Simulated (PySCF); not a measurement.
## Excitation energy of Ar⁺ by level of theory

Ar⁺ [Ne] 3s2 3p5 (2P) → Ar⁺ [Ne] 3s1 3p5 3d1 (high-spin determinant), as a difference of total energies. All numbers are calculated (PySCF 2.14, no relativity, point nucleus, in aug-cc-pV(T+d)Z). Correlated levels: valence: [Ne] frozen. The calculations carry no spin-orbit coupling.

| method | excitation energy (eV) |
| --- | --- |
| UHF | 32.845 |
| PBE0 | 31.576 |
| r2SCAN0 | 31.927 |
| MP2 (valence) | 32.053 |
| SCS-MP2 (valence) | 31.949 |

Q: How much does correlation contribute at MP2 (valence)?

A: 32.053 − (32.845) = -0.792 eV, measured against UHF.

The upper state lies above the first ionisation limit, where it may autoionise and the basis confines it.

The promoted electron is Rydberg-like, and one or two diffuse shells describe it only roughly, which tends to raise the upper state.

The determinant of the upper state mixes LS terms, which raises its energy above the lowest term, most at the Hartree-Fock and MP2 levels.
